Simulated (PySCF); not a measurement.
# Magnetic susceptibility: `InChI=1S/C4H9NO2Si/c5-3-1-2-4-8(6)7/h6-8H,3-5H2`

Geometry (Å), atoms numbered from 1 in this order:
```xyz
17

N    -3.504   -0.025    0.405
C    -2.595   -0.878   -0.354
C    -1.249   -0.331   -0.503
C    -0.192    0.233   -0.582
C     1.119    0.829   -0.683
Si    2.232    0.355    0.790
O     2.361   -1.261    0.978
O     3.710    0.899    0.410
H    -3.588    0.879   -0.048
H    -3.132    0.135    1.336
H    -2.541   -1.846    0.157
H    -3.036   -1.037   -1.344
H     1.582    0.502   -1.617
H     1.012    1.913   -0.739
H     1.756    0.947    2.040
H     1.579   -1.802    1.027
H     4.478    0.501    0.810
```

Level of theory: GIAO wB97X-D/pcSseg-1 magnetisability, rotational g tensor and spin-rotation constants, non-relativistic, gas phase in PySCF. Geometry: GFN2-xTB.

What are the magnetisability and the molar susceptibility?

Isotropic -1379 × 10⁻³⁰ J/T², or -83.0 × 10⁻⁶ cm³/mol; principal values -1480, -1366, -1290 × 10⁻³⁰ J/T², anisotropy 165 × 10⁻³⁰ J/T² (root of half the summed squared differences of the principal values). The susceptibility is in cgs units.

Split it along the inertial axes a, b, c into diamagnetic and paramagnetic parts about the centre of mass, with the quadrupole moment.


```tsv
axis	χ (10⁻⁶ cm³/mol)	diamagnetic (10⁻⁶ cm³/mol)	paramagnetic (10⁻⁶ cm³/mol)	summed x² of all electrons (Å²)	quadrupole Θ (D Å)
a	-87.5	-389.5	302.0	440.5	-5.75
b	-79.5	-2015.3	1935.8	57.3	+4.30
c	-82.1	-2111.9	2029.8	34.5	+1.45
```
Anisotropies 2χaa − χbb − χcc = -13.4 and 2χbb − χaa − χcc = +10.5 × 10⁻⁶ cm³/mol. Θ is traceless in Buckingham's convention.

And the rotational g tensor?


```tsv
axis	rotational constant (GHz)	g	nuclear part	electronic part
a	4.4228	-0.0169	0.6107	-0.6276
b	0.6179	-0.0064	0.5555	-0.5619
c	0.5866	-0.0049	0.5544	-0.5594
```
Asymmetric top; isotopes 12C, 1H, 14N, 16O, 28Si; no vibrational averaging.
